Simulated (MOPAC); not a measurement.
Input for MOPAC: PM7 on BF3H3N (a complex), monomers drawn apart or pushed together.

```
PM7 1SCF PRECISE CHARGE=0 THREADS=1
BF3H3N

F     -1.12754800 1    -0.83537892 1     0.69297262 1
B     -0.00733229 1    -0.08964472 1     0.96186176 1
F      0.00315175 1     1.14889885 1     0.37091927 1
F      1.17295726 1    -0.78058983 1     0.84861568 1
N     -0.11521468 1     0.21342093 1     2.45017487 1
H     -0.97120746 1     0.72704029 1     2.64154218 1
H     -0.12615488 1    -0.65174688 1     2.98357530 1
H      0.67738747 1     0.77393513 1     2.75143217 1
```

The log:

```
*******************************************************************************
 **                                                                           **
 **                              MOPAC v23.2.5                                **
 **                                                                           **
 *******************************************************************************
 ** MOPAC's Digital Object Identifier: https://doi.org/10.5281/zenodo.6511958 **
 **                                                                           **
 ** Please cite the open-source release paper for use of this MOPAC version:  **
 ** J. E. Moussa and J. J. P. Stewart (2026)                                  **
 ** MOPAC: An open-source semiempirical molecular orbital program             **
 ** J. Open Source Softw., 11(119), 8025, https://doi.org/10.21105/joss.08025 **
 *******************************************************************************

                              PM7 CALCULATION RESULTS

 *******************************************************************************
 *  PM7        - The PM7 Hamiltonian to be used
 *
 *
 *
 *                 CHARGE ON SYSTEM = 0
 *
 *
 *
 *  PRECISE    - TIGHTER CRITERIA TO BE USED
 *  1SCF       - DO 1 SCF AND THEN STOP
 *  THREADS=1  - MULTI-THREADING NOT USED
 *  T=         - A TIME OF 172800.0 SECONDS REQUESTED
 *  DUMP=N     - RESTART FILE WRITTEN EVERY 7200.0 SECONDS REQUESTED
 *******************************************************************************
PM7 1SCF PRECISE CHARGE=0 THREADS=1
 BF3H3N

   ATOM   CHEMICAL          X               Y               Z
  NUMBER   SYMBOL      (ANGSTROMS)     (ANGSTROMS)     (ANGSTROMS)

     1       F         -1.12754800  *  -0.83537892  *   0.69297262  *
     2       B         -0.00733229  *  -0.08964472  *   0.96186176  *
     3       F          0.00315175  *   1.14889885  *   0.37091927  *
     4       F          1.17295726  *  -0.78058983  *   0.84861568  *
     5       N         -0.11521468  *   0.21342093  *   2.45017487  *
     6       H         -0.97120746  *   0.72704029  *   2.64154218  *
     7       H         -0.12615488  *  -0.65174688  *   2.98357530  *
     8       H          0.67738747  *   0.77393513  *   2.75143217  *



          CARTESIAN COORDINATES

    NO.       ATOM           X           Y           Z

     1         F         -1.1275     -0.8354      0.6930
     2         B         -0.0073     -0.0896      0.9619
     3         F          0.0032      1.1489      0.3709
     4         F          1.1730     -0.7806      0.8486
     5         N         -0.1152      0.2134      2.4502
     6         H         -0.9712      0.7270      2.6415
     7         H         -0.1262     -0.6517      2.9836
     8         H          0.6774      0.7739      2.7514

 General Reference for PM7:
 "Optimization of Parameters for Semiempirical Methods VI: More Modifications to the
 NDDO Approximations and Re-optimization of Parameters", J. J. P. Stewart, J. Mol. Mod., 1:32, 19 (2013)
 https://link.springer.com/article/10.1007/s00894-012-1667-x

           Empirical Formula: H3 N F3 B  =     8 atoms



      MOLECULAR POINT GROUP   :   Cs


      RHF CALCULATION, NO. OF DOUBLY OCCUPIED LEVELS = 16


 -------------------------------------------------------------------------------
 PM7 1SCF PRECISE CHARGE=0 THREADS=1
 BF3H3N



     1SCF WAS SPECIFIED, SO BFGS WAS NOT USED
     SCF FIELD WAS ACHIEVED


                              PM7 CALCULATION
                                                       MOPAC v23.2.5 Linux




          FINAL HEAT OF FORMATION =       -285.48429 KCAL/MOL =   -1194.46627 KJ/MOL


          COSMO AREA              =         97.55 SQUARE ANGSTROMS
          COSMO VOLUME            =         80.65 CUBIC ANGSTROMS

          IONIZATION POTENTIAL    =         13.105849 EV
          HOMO LUMO ENERGIES (EV) =        -13.106  1.346
          NO. OF FILLED LEVELS    =         16
          MOLECULAR WEIGHT        =         84.8356         POINT GROUP:  Cs

          MOLECULAR DIMENSIONS (Angstroms)

            Atom       Atom       Distance
            H     7    F     3     3.17569
            H     6    F     4     3.09587
            H     8    F     1     3.04404


          SCF CALCULATIONS        =          1





   ATOM   CHEMICAL          X               Y               Z
  NUMBER   SYMBOL      (ANGSTROMS)     (ANGSTROMS)     (ANGSTROMS)

     1       F         -1.12754800  *  -0.83537892  *   0.69297262  *
     2       B         -0.00733229  *  -0.08964472  *   0.96186176  *
     3       F          0.00315175  *   1.14889885  *   0.37091927  *
     4       F          1.17295726  *  -0.78058983  *   0.84861568  *
     5       N         -0.11521468  *   0.21342093  *   2.45017487  *
     6       H         -0.97120746  *   0.72704029  *   2.64154218  *
     7       H         -0.12615488  *  -0.65174688  *   2.98357530  *
     8       H          0.67738747  *   0.77393513  *   2.75143217  *

                             CARTESIAN COORDINATES

   1    F       -1.127548000    -0.835378920     0.692972620
   2    B       -0.007332290    -0.089644720     0.961861760
   3    F        0.003151750     1.148898850     0.370919270
   4    F        1.172957260    -0.780589830     0.848615680
   5    N       -0.115214680     0.213420930     2.450174870
   6    H       -0.971207460     0.727040290     2.641542180
   7    H       -0.126154880    -0.651746880     2.983575300
   8    H        0.677387470     0.773935130     2.751432170


           Empirical Formula: H3 N F3 B  =     8 atoms



      MOLECULAR POINT GROUP   :   Cs


                  EIGENVALUES
 -39.44618 -38.81553 -38.81552 -38.20561 -19.06505 -19.06502 -18.14998 -16.29128
 -15.66571 -15.66568 -14.23192 -14.23191 -14.18144 -13.31083 -13.31082 -13.10585
   1.34559   2.56544   2.67462   2.67465   4.45273   4.45274   5.08035


              NET ATOMIC CHARGES AND DIPOLE CONTRIBUTIONS

  ATOM NO.   TYPE          CHARGE      No. of ELECS.   s-Pop       p-Pop
    1          F          -0.347530        7.3475     1.95279     5.39474
    2          B           0.524809        2.4752     0.64942     1.82577
    3          F          -0.347537        7.3475     1.95279     5.39474
    4          F          -0.347536        7.3475     1.95279     5.39474
    5          N          -0.279520        5.2795     1.48210     3.79742
    6          H           0.265771        0.7342     0.73423
    7          H           0.265771        0.7342     0.73423
    8          H           0.265772        0.7342     0.73423
 DIPOLE           X         Y         Z       TOTAL
 POINT-CHG.    -0.481     1.351     6.636     6.789
 HYBRID        -0.027     0.077     0.379     0.387
 SUM           -0.508     1.428     7.014     7.176


          ATOMIC ORBITAL ELECTRON POPULATIONS

     Atom    s        px        py        pz
    1  F   1.95279   1.63224   1.82041   1.94208
    2  B   0.64942   0.62368   0.62209   0.58001
    3  F   1.95279   1.96249   1.55481   1.87744
    4  F   1.95279   1.60014   1.84072   1.95388
    5  N   1.48210   1.21409   1.21954   1.36379
    6  H   0.73423
    7  H   0.73423
    8  H   0.73423

 **********************
 *                    *
 * JOB ENDED NORMALLY *
 *                    *
 **********************




 == MOPAC DONE ==
```

The run finished.

Cost: roughly 0.06 core-seconds.
